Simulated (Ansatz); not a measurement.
**Energy profile**

The step: GaH₃S ([SH][GaH2]) → GaH + H₂S; bonds formed: S2–H3; bonds broken: Ga1–S2, Ga1–H3 (atoms numbered as in the saddle structure below).

```xyz
5
angstrom
Ga -0.4651 -0.8195 0.8079
S 0.3029 0.7897 -1.0243
H 0.9519 -0.4824 0.0554
H -1.9984 -0.9129 0.4251
H 1.2088 1.4252 -0.2641
```

Electronic energies by CCSD(T) at an estimated basis limit (MP2 extrapolated from triple and quadruple zeta, plus CCSD(T) − MP2 in triple zeta), on PBE0-D4/def2-TZVP structures; GaH3S, singlet; no counterpoise correction. Program: Ansatz 0.2.0. Basis: def2-TZVPP and def2-QZVPP. Cores are frozen in the correlated methods. Filled d shells of the heavier atoms are correlated. The def2 sets are not built for correlating such inner shells, so the correlated values are less sure here. Extrapolation: Hartree–Fock as exp(−7.88 √X), correlation as X^−2.97.

**Question.** Give the profile in eV, counted from the start structure. (An estimate is asked for; the value comes from the calculation.)

**Answer.** The calculation gives:
```csv
point,eV
start structure,0.000
saddle,2.517
end structure,1.537
"separated: GaH (Ga1, H4; singlet) + H2S (S2, H3, H5; singlet)",1.788
```

No T1 diagnostic of these runs exceeds 0.017. The restricted Hartree–Fock reference is unstable towards an unrestricted one at one or more of these structures.

Labels in which every atom is bracketed show which atoms are joined, not bond orders.

For scale, one of the runs: CCSD(T)/def2-TZVPP, 132 basis functions, launched by `ansatz run in.yaml --threads 2 --pin off --events-out ev --progress --plain --max-ram 4352MiB`. Hardware: 2 CPU threads of an Arm Neoverse V2, shared host. Wall time 12 s; peak host memory 0.62 GiB.
